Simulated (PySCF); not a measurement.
Computed IR spectrum (relative IR intensity) of a molecule C3H7BF2. The structure is a stationary point at PBE-D3(BJ)/def2-SVP. One conformer was computed; it need not be the lowest. Method: PBE-D3(BJ)/def2-SVP run with PySCF. No scaling factor is applied to the harmonic values.

Lines under 2 % of the strongest are left out, and lines within 2 cm⁻¹ are merged.

```
ν (cm⁻¹)  relative intensity
--------  ------------------
459                      6.4
630                      8.1
719                      8.5
995                      3.6
1134                      24
1183                      29
1331                      23
1348                      43
1363                      44
1370                     100
1412                     8.5
1422                     4.3
1430                     8.2
1442                      32
2902                     8.9
2966                      27
3046                      22
3068                      16
```

Q: Which structure fits?
(A) CCCB(F)F
(B) CB(F)[C@H](C)F
(C) CC(C)B(F)F
(D) CCB(F)CF

A: C, CC(C)B(F)F
